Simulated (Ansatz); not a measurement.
Two isomers of C2H8OSi2: A = `CC1(O)[SiH2][SiH2]1`, B = `CC[Si]O[SiH3]`.

Gas-phase electronic energies from Ansatz, PBE0-D4/def2-TZVP geometries. CCSD(T)/CBS is the MP2 limit (def2-TZVPP, def2-QZVPP) plus CCSD(T) − MP2 in def2-TZVPP, frozen cores. DFT in def2-TZVPP. One conformer a species, not always the lowest.

A:

Z-matrix (Å, degrees):
```
C
C 1 1.510
H 1 1.096 2 111.1
H 1 1.094 2 111.5 3 119.5
H 1 1.094 2 110.6 3 -120.3
O 2 1.415 1 113.9 3 63.8
Si 2 1.917 1 117.5 3 -161.3
Si 2 1.934 1 117.8 3 -78.4
H 6 0.963 2 108.2 1 -71.3
H 7 1.481 2 116.3 1 -137.6
H 7 1.484 2 115.8 1 0.3
H 8 1.485 2 117.6 1 0.7
H 8 1.483 2 114.9 1 138.3
```

B:

Z-matrix (Å, degrees):
```
C
C 1 1.531
H 1 1.093 2 111.7
H 1 1.094 2 111.9 3 -120.0
H 1 1.095 2 111.8 3 119.9
Si 2 1.908 1 112.2 3 -177.2
H 2 1.099 1 110.2 3 61.1
H 2 1.096 1 110.1 3 -56.3
O 6 1.651 2 101.1 1 -67.0
Si 9 1.643 6 150.4 2 -4.8
H 10 1.483 9 108.6 6 -141.9
H 10 1.488 9 111.0 6 -21.9
H 10 1.485 9 109.2 6 98.4
```

Q: Which isomer does CCSD(T)/CBS put lower? Give the gap. (Estimate.)

A: The calculation gave: B, by 67.2 kcal/mol.

Q: Give E(B) − E(A) in kcal/mol with PBE-D4, HF/def2-TZVPP, BLYP-D4, LDA (SPW92), CCSD(T)/def2-TZVPP, B2PLYP, PBE0-D4. (Estimate.)

A: The calculation gave: PBE-D4 -56.4, HF/def2-TZVPP -78.8, BLYP-D4 -66.9, LDA (SPW92) -53.0, CCSD(T)/def2-TZVPP -67.7, B2PLYP -68.8, PBE0-D4 -59.1. None reverses the order clearly.

Q: Does the order hold for the free energy at 298.15 K (harmonic terms from PBE0-D4)? (Estimate.)

A: The calculation gave: Yes: G(B) − G(A) = -67.0 kcal/mol, for one conformer each. Modes under 60 cm⁻¹, often nearly free rotors, make the harmonic entropy too high.

Largest T1 diagnostic: 0.013.

Leaving LDA and LC-ωPBE aside and taking each functional with its dispersion term where it has one, the values, not all of them listed here, spread over 15.7 kcal/mol, from BHLYP-D4 to PBE-D4. LDA lies +3.3 kcal/mol from PBE without D4. At CCSD(T), def2-SVP lies +4.5 kcal/mol from the extrapolated value and def2-TZVPP −0.5 kcal/mol.
